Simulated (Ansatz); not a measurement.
System: BSiH₄, charge 0, doublet. BSiH4 (SMILES [BH][SiH3], doublet).
B3LYP-D3(BJ)/def2-TZVP minimum from Ansatz (an electronic-structure program):
```xyz
6

B     -0.7704    -1.2627     0.1402
H     -1.7568    -1.8131    -0.2149
Si     0.2808     0.3996    -0.0317
H     -0.0549     1.1764     1.1926
H     -0.0013     1.2532    -1.2175
H      1.7337     0.1023    -0.0182
```
Charge 0, spin multiplicity 2.

Wanted: atomisation energy (electronic, to ground-state atoms), in kJ/mol. UHF or UKS for unpaired electrons; spin-orbit terms are left out. CBS(X,Y): correlation extrapolated as X^-3, Hartree-Fock from the larger set. A bracket is a step between two methods taken in the basis named. Functionals run without relativity, which enters their misses. 'core' is core correlation in cc-pwCVTZ (1s frozen past Ne), 'X2C' scalar relativity in cc-pVTZ-DK, both at CCSD(T). For partners of very few electrons the exact lower level stands in for a higher one.

CCSD(T)/CBS(cc-pV(T+d)Z,cc-pV(Q+d)Z) + [CCSDT(Q) - CCSD(T)]/cc-pV(T+d)Z + core + X2C (Ansatz) gives 1595.7 kJ/mol.

Question: How far off this value is PBE/def2-TZVPD (Ansatz), in which direction, and which of these levels come nearer: r2SCAN/def2-TZVPD, B3LYP/def2-TZVPD, PBE0/def2-TZVPD, wB97M-V/def2-TZVPD, CCSD(T)/CBS(cc-pV(T+d)Z,cc-pV(Q+d)Z) + core + X2C?

Answer: PBE gives 1586.4 kJ/mol, 9.3 kJ/mol below it. Differences of the others: r2SCAN/def2-TZVPD (Ansatz) 24.0; B3LYP/def2-TZVPD (Ansatz) 5.5; PBE0/def2-TZVPD (Ansatz) -6.3; wB97M-V/def2-TZVPD (Ansatz) 3.3; CCSD(T)/CBS(cc-pV(T+d)Z,cc-pV(Q+d)Z) + core + X2C (Ansatz) -0.8 kJ/mol. Nearer than PBE: B3LYP/def2-TZVPD, PBE0/def2-TZVPD, wB97M-V/def2-TZVPD, CCSD(T)/CBS(cc-pV(T+d)Z,cc-pV(Q+d)Z) + core + X2C.
